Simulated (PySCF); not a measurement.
# Partial charges of `O=P1(C2CC2)CCOCC1`

C₇H₁₃O₂P.
Numbering: `[O:1]=[P:2]1([CH:3]2[CH2:4][CH2:5]2)[CH2:6][CH2:7][O:8][CH2:9][CH2:10]1` (hydrogens: H11 on C3; H12, H13 on C4; H14, H15 on C5; H16, H17 on C6; H18, H19 on C7; H20, H21 on C9; H22, H23 on C10)

Structure used (GFN2-xTB), in Å, numbered top down from 1:
```xyz
23
C7H13O2P angstrom
O      0.172    1.545   -0.938
P      0.131    0.293   -0.174
C      1.761   -0.375    0.275
C      2.852   -0.122   -0.725
C      2.820    0.654    0.545
C     -0.842    0.411    1.383
C     -2.296    0.609    0.952
O     -2.805   -0.484    0.226
C     -2.245   -0.619   -1.058
C     -0.781   -1.060   -1.025
H      1.773   -1.298    0.840
H      3.611   -0.878   -0.860
H      2.574    0.399   -1.629
H      2.521    1.690    0.483
H      3.556    0.447    1.307
H     -0.741   -0.492    1.983
H     -0.497    1.274    1.954
H     -2.949    0.707    1.824
H     -2.366    1.528    0.349
H     -2.318    0.334   -1.604
H     -2.863   -1.366   -1.565
H     -0.678   -2.004   -0.492
H     -0.396   -1.166   -2.040
```

Density: PBE0/pcSseg-1 (PySCF); schemes: Mulliken, IAO, Hirshfeld and ESP-fitted. The structure is a single GFN2-xTB conformer in the gas phase; no vibrational or solvent corrections.

Problem. Tabulate the Mulliken, IAO, Hirshfeld and ESP-fitted charges.

Solution. In e; atoms taken as equivalent share a row and are averaged (×n: the atom named and its like, n in all):

| atom | environment | Mulliken | IAO | Hirshfeld | ESP-fitted |
| --- | --- | --- | --- | --- | --- |
| O1 | phosphoryl oxygen | -0.611 | -0.935 | -0.393 | -0.608 |
| P2 | phosphoryl phosphorus | +0.875 | +1.519 | +0.431 | +0.877 |
| C3 | sp3 carbon bound to phosphorus | -0.483 | -0.413 | -0.094 | -0.419 |
| C4/C5 | three-membered-ring carbon | -0.185 | -0.283 | -0.084 | -0.263 |
| C6/C10 | sp3 carbon bound to phosphorus | -0.412 | -0.539 | -0.125 | -0.337 |
| C7/C9 | sp3 carbon bound to oxygen | +0.052 | -0.054 | +0.003 | +0.214 |
| O8 | cyclic ether oxygen | -0.510 | -0.399 | -0.148 | -0.454 |
| H11 | methine hydrogen | +0.144 | +0.157 | +0.050 | +0.199 |
| H12/H15 | methylene hydrogen | +0.133 | +0.153 | +0.051 | +0.158 |
| H13/H14 | methylene hydrogen | +0.151 | +0.162 | +0.049 | +0.150 |
| H16/H22 | methylene hydrogen | +0.144 | +0.152 | +0.044 | +0.105 |
| H17/H23 | methylene hydrogen | +0.158 | +0.162 | +0.054 | +0.101 |
| H18/H21 | methylene hydrogen | +0.128 | +0.154 | +0.048 | +0.053 |
| H19/H20 | methylene hydrogen | +0.122 | +0.129 | +0.037 | +0.021 |

Mean size of the charges over all atoms: IAO 0.304 e, Mulliken 0.243 e, ESP-fitted 0.233 e, Hirshfeld 0.092 e. Each set sums to the total charge, 0, to within 0.001 e. The IAO scheme counts the electrons in orthogonalised intrinsic atomic orbitals, a minimal basis polarised so that it spans the occupied orbitals exactly. The Hirshfeld scheme weights the molecular density at each point by an atom's share of the summed free-atom densities.

Lowest charge. All schemes agree: Mulliken O1 (-0.611); IAO O1 (-0.935); Hirshfeld O1 (-0.393); ESP-fitted O1 (-0.608).

Highest charge. All schemes agree: Mulliken P2 (+0.875); IAO P2 (+1.519); Hirshfeld P2 (+0.431); ESP-fitted P2 (+0.877).

Problem. How closely do the schemes follow one another over all atoms?

Solution. Correlation coefficient and root-mean-square difference: IAO with Hirshfeld 0.98, 0.310 e; Mulliken with ESP-fitted 0.97, 0.075 e; Mulliken with IAO 0.96, 0.163 e; Mulliken with Hirshfeld 0.95, 0.190 e; IAO with ESP-fitted 0.94, 0.187 e; Hirshfeld with ESP-fitted 0.94, 0.182 e.

Problem. How many electrons does the ESP-fitted scheme count on C5?

Solution. Its own charge is -0.256 e, so Z − q = 6.256.
